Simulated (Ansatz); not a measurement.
Br₂, triplet, geometry from GFN2-xTB (a higher spin typed on purpose: for a closed-shell molecule this is an excited state). Base run: PBE/pcseg-1 in Ansatz (a program for electronic structure).

Ansatz was given this input:
Ansatz 0.2 input:
```yaml
crystal:
  periodic: [false, false, false]
  atoms:
    - {symbol: Br, position_ang: [-0.00000000, -0.00000000, -1.42665696]}
    - {symbol: Br, position_ang: [0.00000000, 0.00000000, 1.42665696]}
basis:
  gaussian:
    orbitals: pcseg-1.json
hamiltonian:
  xc: pbe
magnetization: {spin_polarized: true, initial_magnetization: 2}
```
The basis file holds pcseg-1 in the JSON format of the Basis Set Exchange.

The base run was repeated with changes; each row names its change, and settings that it needs were set with it.

| change | ΔE vs base (kcal/mol) |
|---|---|
| base | 0.000 |
| fitting.mean_field = def2-universal-JKFIT | -0.015 |
| final_grid = 6, 12, 29 | -0.001 |
| point_charge = charge:0.5 position_ang:3.0158, 2.6124, 1.9172 | -1.38 |
| final_grid = 10, 20, 41 | 0.000 |
| accuracy = high | 0.000 |
| point_charge = charge:-1.0 position_ang:1.6246, -3.7587, -1.6818 | -2.87 |
| forces = on | 0.000 |
| fitting.mean_field = cc-pVTZ-JKFIT | -0.045 |
| point_charge = charge:1.0 position_ang:-3.9577, 1.4891, 1.3093 | -3.33 |
| lower_state_search = off | 0.000 |
